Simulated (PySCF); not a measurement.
## SiF₄ + HCl → SiHCl + 2 F₂

Level: PBE0 in the def2-TZVP basis family, all electrons, no relativity, computed in PySCF with density fitting; open shells unrestricted.

```
species                                      state and structure  ZPE (kJ/mol)  H(298 K) − H(0) (kJ/mol)  S° (J/(mol K))
   SiF₄                           singlet, Td, Si–F 1.562 Å (×4)          33.4                      15.4           283.2
    HCl                               singlet, C∞v, H–Cl 1.279 Å          17.9                       8.7           186.6
  SiHCl  singlet, Cs, Si–Cl 2.077 Å, Si–H 1.529 Å; Cl–Si–H 94.7°          20.1                      10.7           251.2
     F₂                                singlet, D∞h, F–F 1.376 Å           6.6                       8.7           201.9
```

**Question.** Is the gas-phase reaction uphill or downhill in electronic energy at this level, and by how much?

**Answer.** At PBE0/def2-TZVP, ΔE = 1725.8 kJ/mol, uphill. 

**Question.** Add zero-point, thermal and entropy terms for 298.15 K and 1 bar.

**Answer.** ΔZPE = -18.0 and Δ[H(298) − H(0)] = 4.0 kJ/mol give ΔH° = 1711.8 kJ/mol. ΔS° = 185.2 J/(mol K), so ΔG° = 1711.8 − 298.15 × (0.1852) = 1657 kJ/mol.

The structures come from searches over a few start shapes, so lower isomers are not excluded.
